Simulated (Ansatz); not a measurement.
Correlation energies of C₂H₄BrFSi (`C=C[SiH](F)Br`) by basis set

Cartesian coordinates in Å:
```
C 0.431 -1.310 0.759
C 0.664 -0.344 -0.126
Si -0.529 1.039 -0.326
F 0.172 2.438 -0.029
Br -1.270 1.130 -2.406
H 1.109 -2.148 0.893
H -0.452 -1.306 1.392
H 1.557 -0.390 -0.744
H -1.681 0.890 0.587
```

Charge 0, multiplicity 1. Correlated methods include outer-core shells of Br, which these sets cover unevenly. Scalar relativity is left out up to krypton. Geometry: relaxed with PBE0-D4/def2-TZVP. It is one conformer, not always the lowest. Frozen core, restricted reference, the Gaussian-basis code of Ansatz.

| basis | HF (Eh) | MP2 corr. |
| --- | --- | --- |
| def2-SVP | -3038.40334 | -0.76967 |
| def2-TZVPP | -3039.04674 | -0.96030 |
| def2-QZVPP | -3039.11367 | -1.33347 |

Estimate the CCSD correlation energy and the (T) correction in each basis where they were run (hartree).


| basis | CCSD corr. | (T) |
| --- | --- | --- |
| def2-SVP | -0.80515 | -0.02108 |
| def2-TZVPP | -0.99196 | -0.03726 |
